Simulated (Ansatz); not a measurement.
A nudged elastic band was laid between two geometries of AlF$_{2}$H$_{5}$OSi (10 atoms, charge 0, multiplicity 1).

Computed with RKS revPBE/6-31G* (Ansatz).

```json
{
  "movable images": "9",
  "climbing image": "yes",
  "spring": "5.0 eV/Å²",
  "optimiser": "quadratic models (default)",
  "start path": "through a guess of the saddle point",
  "force threshold": "0.03 eV/Å",
  "iteration limit": "60",
  "end points": "relaxed"
}
```

First end point:

```xyz
10
Properties=species:S:1:pos:R:3
Al -0.027 0.035 0.090
F 0.205 0.475 1.714
F 1.327 0.162 -0.902
H -1.461 0.253 -0.582
O -0.041 -1.905 0.644
Si -0.693 -3.357 -0.044
H 0.242 -4.481 0.271
H -2.045 -3.623 0.538
H -0.757 -3.066 -1.503
H 0.100 -1.861 1.614
```

Last end point:

```xyz
10
Properties=species:S:1:pos:R:3
Al 0.025 -0.056 0.110
F 0.647 0.333 1.636
F 1.077 -0.871 -0.947
H -1.076 0.902 -0.530
O -0.880 -1.737 0.753
Si -0.578 -3.252 -0.078
H 0.845 -3.675 0.059
H -1.474 -4.248 0.593
H -0.998 -3.003 -1.481
H -0.740 -1.761 1.725
```

**Question.** What changes between the two ends?

**Answer.** No bond is made or broken.

**Question.** Give the energies along the band, and the barrier.

**Answer.** It converged. The highest image is number 1 of 0 to 10, 0.0 kJ/mol above the first end and 7.5 kJ/mol above the last; the last end lies 7.5 kJ/mol below the first. The top lies less than 8 meV above the higher end, about what the thresholds resolve: that end is a shoulder or a very shallow well. A vibrational analysis at the climbing image gives one clearly imaginary mode, 46i cm⁻¹: a first-order saddle point.

| image | path coordinate (Å) | energy (kJ/mol) |
| --- | --- | --- |
| 0 | 0.00 | 0.0 |
| 1 | 0.18 | 0.0 |
| 2 | 0.43 | -0.1 |
| 3 | 0.68 | -0.6 |
| 4 | 0.93 | -1.5 |
| 5 | 1.17 | -2.7 |
| 6 | 1.42 | -4.2 |
| 7 | 1.67 | -5.5 |
| 8 | 1.92 | -6.6 |
| 9 | 2.17 | -7.3 |
| 10 | 2.41 | -7.5 |

**Question.** What is the geometry of the highest image?

**Answer.** 
```xyz
10
Properties=species:S:1:pos:R:3
Al -0.024 0.043 0.084
F 0.235 0.491 1.701
F 1.332 0.093 -0.914
H -1.448 0.318 -0.586
O -0.111 -1.888 0.659
Si -0.688 -3.366 -0.040
H 0.307 -4.444 0.251
H -2.019 -3.707 0.551
H -0.781 -3.061 -1.493
H 0.047 -1.848 1.627
```

The band took 24 iterations and of the order of 13 core-minutes.

Time of the run: 6.9 min on 2 threads of Arm Neoverse V1, on a shared host, peak memory 0.13 GiB.
